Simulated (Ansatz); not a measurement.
System: MoCl₅ (charge 0, doublet). The spin state was set by rule; other spins were not relaxed. 
Geometry from a B3LYP-D3(BJ)/def2-TZVP (Ansatz, a quantum-chemistry and plane-wave program) optimisation:
SMILES: [Cl][Mo]([Cl])([Cl])([Cl])[Cl]
```xyz
6

Mo    -0.0040     0.0299     0.0181
Cl     1.8548    -0.3626    -1.1807
Cl     0.9881    -1.0281     1.8228
Cl    -0.9773     0.9476    -1.8716
Cl    -1.5987    -1.5522     0.0203
Cl    -0.2570     1.9216     1.1644
```
Charge 0, spin multiplicity 2.

Total electronic energies in hartree. Cores are frozen in the correlated levels unless marked. Open shells are spin-unrestricted. No spin-orbit coupling. Frozen are the shells of the preceding noble gas and the d and f shells that filled before the atom's block. Past Kr the def2 sets carry scalar-relativistic core potentials. CBS(X,Y): correlation extrapolated as X^-3; Hartree-Fock from the larger set. The bracket is a focal-point correction in the basis named.

```json
[
 {"level": "HF/def2-QZVPP", "program": "Ansatz", "energy (Eh)": "-2365.31299"},
 {"level": "PBE-D3(BJ)/def2-TZVPD", "program": "Ansatz + dftd3", "energy (Eh)": "-2368.61303"},
 {"level": "BLYP-D3(BJ)/def2-TZVPD", "program": "Ansatz + dftd3", "energy (Eh)": "-2369.50204"},
 {"level": "r2SCAN/def2-TZVPD", "program": "Ansatz", "energy (Eh)": "-2369.39178"},
 {"level": "B3LYP-D4/def2-TZVPD", "program": "Ansatz + dftd4", "energy (Eh)": "-2369.59666"},
 {"level": "B3LYP/def2-TZVPD", "program": "Ansatz", "energy (Eh)": "-2369.57448"},
 {"level": "PBE0-D4/def2-TZVP", "program": "Ansatz + dftd4", "energy (Eh)": "-2368.72175"},
 {"level": "PBE0-D4/def2-TZVPD", "program": "Ansatz + dftd4", "energy (Eh)": "-2368.72417"},
 {"level": "PBE0/def2-TZVP", "program": "Ansatz", "energy (Eh)": "-2368.71006"},
 {"level": "PBE0/def2-QZVPP", "program": "Ansatz", "energy (Eh)": "-2368.78914"},
 {"level": "BHLYP-D4/def2-TZVPD", "program": "Ansatz + dftd4", "energy (Eh)": "-2369.35386"},
 {"level": "r2SCANh-D4/def2-TZVPD", "program": "Ansatz + dftd4", "energy (Eh)": "-2369.35568"},
 {"level": "HSE06/def2-TZVPD", "program": "Ansatz", "energy (Eh)": "-2368.67459"},
 {"level": "CAM-B3LYP/def2-TZVPD", "program": "Ansatz", "energy (Eh)": "-2369.48725"},
 {"level": "LC-wPBE-D4/def2-TZVPD", "program": "Ansatz + dftd4", "energy (Eh)": "-2368.84619"},
 {"level": "LC-wPBE/def2-TZVPD", "program": "Ansatz", "energy (Eh)": "-2368.83082"},
 {"level": "wB97X-V/def2-TZVPD", "program": "Ansatz", "energy (Eh)": "-2369.07662"},
 {"level": "B2GP-PLYP-D3(BJ)/def2-TZVPD", "program": "Ansatz + dftd3", "energy (Eh)": "-2368.38846"},
 {"level": "B2PLYP-D3(BJ)/def2-TZVPD", "program": "Ansatz + dftd3", "energy (Eh)": "?"},
 {"level": "RPA@PBE/def2-TZVPP", "program": "Ansatz", "energy (Eh)": "-2367.06901"},
 {"level": "MP2/def2-SVP", "program": "Ansatz", "energy (Eh)": "-2365.31658"},
 {"level": "RI-MP2/def2-QZVPP", "program": "Ansatz", "energy (Eh)": "-2366.64015"},
 {"level": "RI-MP2/CBS(def2-TZVPP,def2-QZVPP)+[CCSD(T)-MP2]/def2-SVP", "program": "Ansatz", "energy (Eh)": "-2366.7826"}
]
```

**Question.** Complete the blanks.

**Answer.** 
- B2PLYP-D3(BJ)/def2-TZVPD, energy (Eh): -2368.66775
